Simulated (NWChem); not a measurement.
System: BeGeH₃Cl; SMILES [Cl][Be][GeH3]

```xyz
6

Be     0.0000     0.0000     0.7923
Cl     0.0000     0.0000     2.6136
Ge     0.0000     0.0000    -1.3937
H     -1.2074     0.7658    -1.9743
H      1.2669     0.6627    -1.9743
H     -0.0595    -1.4285    -1.9743
```
Atoms are numbered in this order, from 1.

Structure relaxed at the PBE0/def2-SVP level.

Q: List the 4 lowest vertical singlet excitations from PBE0/def2-SVP, TDA (NWChem).

A: 
```csv
state,energy (eV),oscillator strength,leading excitation (squared amplitude)
S1,6.18,0.092,HOMO → LUMO (0.85)
S2,6.18,0.092,HOMO → LUMO+1 (0.85)
S3,6.96,0.000,HOMO−1 → LUMO (0.38)
S4,7.07,0.005,HOMO−4 → LUMO (0.21)
```
